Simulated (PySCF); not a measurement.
# Atomic charges by several schemes

Species: C₂H₁₄OSi₅.
Numbering: `[CH2:1]=[CH:2][SiH2:3][Si:4]([SiH3:5])([SiH3:6])[SiH2:7][OH:8]` (hydrogens: H9, H10 on C1; H11 on C2; H12, H13 on Si3; H14, H15, H16 on Si5; H17, H18, H19 on Si6; H20, H21 on Si7; H22 on O8)

Geometry (GFN2-xTB, Å), atoms numbered from 1 in this order:
```xyz
22
C2H14OSi5 angstrom
C      1.8311   -1.6791   -2.3634
C      1.4114   -1.9580   -1.1398
Si     1.6060   -0.8121    0.3421
Si    -0.2721    0.6139    0.4122
Si    -0.2515    1.9805   -1.4890
Si    -0.1899    1.9241    2.3564
Si    -2.2070   -0.6831    0.4353
O     -1.8917   -1.5151    1.8054
H      2.3635   -0.7665   -2.5802
H      1.6757   -2.3398   -3.2038
H      0.8789   -2.8887   -0.9819
H      1.7887   -1.6752    1.5185
H      2.8708   -0.0779    0.1758
H     -1.3426    2.9580   -1.5234
H     -0.3416    1.2381   -2.7485
H      0.9852    2.7604   -1.5672
H     -0.1098    1.1399    3.5907
H     -1.3683    2.7861    2.5014
H      0.9693    2.8228    2.3728
H     -2.4202   -1.6421   -0.6582
H     -3.5011   -0.0025    0.5880
H     -2.4952   -2.1644    2.1559
```

Density: PBE0/pcSseg-1 (PySCF); schemes: Mulliken, IAO, Hirshfeld and ESP-fitted. Isolated species at its GFN2-xTB geometry (one conformer only).

**Question.** Tabulate the Mulliken, IAO, Hirshfeld and ESP-fitted charges.

**Answer.** In e; atoms taken as equivalent share a row and are averaged (×n: the atom named and its like, n in all):

| atom | environment | Mulliken | IAO | Hirshfeld | ESP-fitted |
| --- | --- | --- | --- | --- | --- |
| C1 | terminal =CH2 carbon | -0.151 | -0.279 | -0.083 | -0.370 |
| C2 | alkene CH carbon | -0.479 | -0.410 | -0.137 | -0.255 |
| Si3 | SiH2 silicon | +0.509 | +0.499 | +0.246 | +0.333 |
| Si4 | four-coordinate silicon | -0.659 | -0.155 | +0.028 | -0.171 |
| Si5/Si6 | SiH3 silicon | +0.299 | +0.312 | +0.204 | +0.234 |
| Si7 | oxygen-bound silicon | +0.718 | +0.768 | +0.304 | +0.613 |
| O8 | silanol oxygen | -0.565 | -0.803 | -0.309 | -0.726 |
| H9 | vinylic hydrogen | +0.121 | +0.143 | +0.045 | +0.180 |
| H10 | vinylic hydrogen | +0.121 | +0.151 | +0.049 | +0.173 |
| H11 | vinylic hydrogen | +0.134 | +0.153 | +0.043 | +0.162 |
| H12/H13 | Si–H hydrogen | -0.044 | -0.099 | -0.074 | -0.076 |
| H14 (×6) | Si–H hydrogen | -0.051 | -0.095 | -0.075 | -0.071 |
| H20/H21 | Si–H hydrogen | -0.100 | -0.142 | -0.088 | -0.141 |
| H22 | hydroxyl hydrogen | +0.246 | +0.364 | +0.179 | +0.455 |

Mean size of the charges over all atoms: IAO 0.246 e, Mulliken 0.222 e, ESP-fitted 0.217 e, Hirshfeld 0.118 e. Each set sums to the total charge, 0, to within 0.001 e. The Mulliken scheme gives each basis function's population to the atom it is centred on and halves the overlap population of two atoms between them. The Hirshfeld scheme weights the molecular density at each point by an atom's share of the summed free-atom densities.

Some averages cover members that differ in this geometry: Si5/Si6, ESP-fitted +0.192 to +0.277; Si5/Si6, Mulliken +0.282 to +0.316 e.

Lowest charge. The schemes don't all agree: Mulliken Si4 (-0.659); IAO O8 (-0.803); Hirshfeld O8 (-0.309); ESP-fitted O8 (-0.726).

Highest charge. All schemes agree: Mulliken Si7 (+0.718); IAO Si7 (+0.768); Hirshfeld Si7 (+0.304); ESP-fitted Si7 (+0.613).

**Question.** Sum the charges by element, for elements with more than one atom.

**Answer.** 
| element | atoms | Mulliken | IAO | Hirshfeld | ESP-fitted |
| --- | --- | --- | --- | --- | --- |
| C | 2 | -0.630 | -0.690 | -0.219 | -0.625 |
| Si | 5 | +1.165 | +1.736 | +0.986 | +1.244 |
| H | 14 | +0.028 | -0.242 | -0.458 | +0.108 |

**Question.** How closely do the schemes follow one another over all atoms?

**Answer.** Correlation coefficient and root-mean-square difference: IAO with ESP-fitted 0.98, 0.074 e; IAO with Hirshfeld 0.96, 0.187 e; Hirshfeld with ESP-fitted 0.92, 0.158 e; Mulliken with IAO 0.92, 0.130 e; Mulliken with ESP-fitted 0.88, 0.147 e; Mulliken with Hirshfeld 0.82, 0.207 e.

These values come from a run that also computed NMR shieldings. Time: 3.0 min wall, 2.6 min CPU; peak memory 1.1 GiB. Hardware: one thread, Intel Xeon at 2.50 GHz (x86_64), on a shared host.
